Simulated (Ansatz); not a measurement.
`FB(O[SiH3])O[SiH3]` + H–F → `FB(F)O[SiH3]` + `O[SiH3]` at 700 K and 1 bar (ligand exchange at a B–O bond).

Computed with Ansatz on PBE0-D4/def2-TZVP structures; ΔE is electronic, products minus reactants. CBS: MP2 limit from def2 TZ/QZ plus the TZ coupled-cluster correction, frozen cores. This one scheme is used for every species. One conformer a species, not always the lowest.

| species | CCSD(T)/CBS energy (Eh) | H − E (kJ/mol) | S (J/(mol·K)) |
| --- | --- | --- | --- |
| `FB(O[SiH3])O[SiH3]` | -856.94194 | 273.9 | 547.4 |
| H–F | -100.39570 | 45.2 | 198.5 |
| `FB(F)O[SiH3]` | -590.65048 | 171.8 | 439.9 |
| `O[SiH3]` | -366.69042 | 144.6 | 321.6 |

H − E and S are ideal-gas, rigid-rotor, harmonic terms from PBE0-D4/def2-TZVP, for one conformer and one mirror image of each species. 1 Eh = 2625.50 kJ/mol, R = 8.31446 J/(mol·K).

Problem. By hand: ΔE, ΔH, ΔS and ΔG.

Solution. ΔE = (-590.65048) + (-366.69042) − (-856.94194) − (-100.39570) = -0.00326 Eh = -8.6 kJ/mol. Δ(H − E) = 171.8 + 144.6 − 273.9 − 45.2 = -2.7, so ΔH = -11.3 kJ/mol. ΔS = 439.9 + 321.6 − 547.4 − 198.5 = 15.6 J/(mol·K). ΔG = -11.3 − 700 × (15.6)/1000 = -22.2 kJ/mol.

Problem. By hand: the equilibrium constant, and the temperature at which ΔG would vanish if ΔH and ΔS stayed fixed.

Solution. log₁₀ K = −ΔG/(RT ln 10) = 1.7. ΔH and −TΔS have one sign here, so there is no such temperature.

TΔS isn't small against ΔH here. A doubt of 5 kJ/mol in ΔE shifts log₁₀ K by 0.4 here. Other conformers and mirror images would add mixing entropy, several J/(mol·K) or more a flexible species. Modes under 60 cm⁻¹, often nearly free rotors, make the harmonic entropy too high. These are equilibria of isolated gas molecules and say nothing of rates. Largest T1 diagnostic: 0.012 (customary marks: 0.02 for closed shells, 0.045 for open ones).
